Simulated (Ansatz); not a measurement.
A run for Ansatz (a program for electronic structure): R-PBE0/def2-TZVPP on CH7AsSi (SMILES C[SiH2][AsH2]), a point of a torsion scan.

Ansatz 0.2 input:
```yaml
crystal:
  periodic: [false, false, false]
  atoms:
    - {symbol: C, position_ang: [-1.13267333, 0.67846900, 0.05471860]}
    - {symbol: Si, position_ang: [-0.13723620, -0.93971379, -0.07750575]}
    - {symbol: As, position_ang: [2.16726864, -0.54415275, -0.01452483]}
    - {symbol: H, position_ang: [-2.20293710, 0.49753661, 0.06083450]}
    - {symbol: H, position_ang: [-0.91291127, 1.34033938, -0.77956528]}
    - {symbol: H, position_ang: [-0.88124186, 1.20926593, 0.97014875]}
    - {symbol: H, position_ang: [-0.54888228, -1.63849981, -1.30638170]}
    - {symbol: H, position_ang: [-0.51878527, -1.80391479, 1.05459287]}
    - {symbol: H, position_ang: [1.98654609, 0.94152778, 0.11612837]}
    - {symbol: H, position_ang: [2.24829334, -0.37636715, -1.50428416]}
basis:
  gaussian:
    orbitals: def2-TZVPP
hamiltonian:
  xc: {name: PBE0}
scf: {lower_state_search: off}
```

Task: Predict the final total energy.

Result: -2567.2687 hartree.
